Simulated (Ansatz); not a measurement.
`[GeH3][TeH]` + `CC[SeH]` → `CC([SeH])[TeH]` + GeH₄ at 298.15 K and 1 bar (formal exchange of groups at a Te–Ge bond).

Computed with Ansatz on PBE0-D4/def2-TZVP structures; ΔE is electronic, products minus reactants. CBS: MP2 limit from def2 TZ/QZ plus the TZ coupled-cluster correction, frozen cores. def2 core potentials past Kr. For Ge, Se, Te outer-core shells are correlated without core-valence functions, which leaves a few kJ/mol of doubt a bond. Scalar relativity is left out up to krypton. Each species was taken in one conformer, which may not be the lowest.

| species | CCSD(T)/CBS energy (Eh) | H − E (kJ/mol) | S (J/(mol·K)) |
| --- | --- | --- | --- |
| `[GeH3][TeH]` | -2346.24724 | 93.7 | 311.2 |
| `CC[SeH]` | -2480.41858 | 208.1 | 298.7 |
| `CC([SeH])[TeH]` | -2748.13456 | 203.9 | 360.0 |
| GeH₄ | -2078.49493 | 88.5 | 217.3 |

H − E and S are ideal-gas, rigid-rotor, harmonic terms from PBE0-D4/def2-TZVP, for one conformer and one mirror image of each species. 1 Eh = 2625.50 kJ/mol, R = 8.31446 J/(mol·K).

Task: By hand: ΔE, ΔH, ΔS and ΔG.

Result: ΔE = (-2748.13456) + (-2078.49493) − (-2346.24724) − (-2480.41858) = 0.03633 Eh = 95.4 kJ/mol. Δ(H − E) = 203.9 + 88.5 − 93.7 − 208.1 = -9.4, so ΔH = 86.0 kJ/mol. ΔS = 360.0 + 217.3 − 311.2 − 298.7 = -32.6 J/(mol·K). ΔG = 86.0 − 298.15 × (-32.6)/1000 = 95.7 kJ/mol.

Task: By hand: the equilibrium constant, and the temperature at which ΔG would vanish if ΔH and ΔS stayed fixed.

Result: log₁₀ K = −ΔG/(RT ln 10) = -16.8. ΔH and −TΔS have one sign here, so there is no such temperature.

ΔH outweighs TΔS. A doubt of 5 kJ/mol in ΔE shifts log₁₀ K by 0.9 here. Other conformers and mirror images would add mixing entropy, several J/(mol·K) or more a flexible species. These are equilibria of isolated gas molecules and say nothing of rates. Largest T1 diagnostic: 0.012 (customary marks: 0.02 for closed shells, 0.045 for open ones).
